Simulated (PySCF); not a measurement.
A structure optimised at ωB97X-D3(BJ)/def2-SVP, used in a PySCF frequency run:

```xyz
9

Al     0.0383     0.4244     0.0000
Cl     1.9765     1.2237     0.0000
O     -1.3001     1.4411     0.0000
C     -1.5939     2.8103     0.0000
H     -2.1884     3.0727    -0.8920
H     -0.6808     3.4334     0.0000
H     -2.1884     3.0727     0.8920
Se    -0.3007    -1.8297     0.0000
H      1.1451    -2.0791     0.0000
```

Question: Write its SMILES, formula and point group.

Answer: C[O][Al]([Cl])[SeH], CH4AlClOSe, Cs

Question: What are its rotational constants (standard atomic weights)?

Answer: 2.3694, 1.0388, 0.72550 GHz
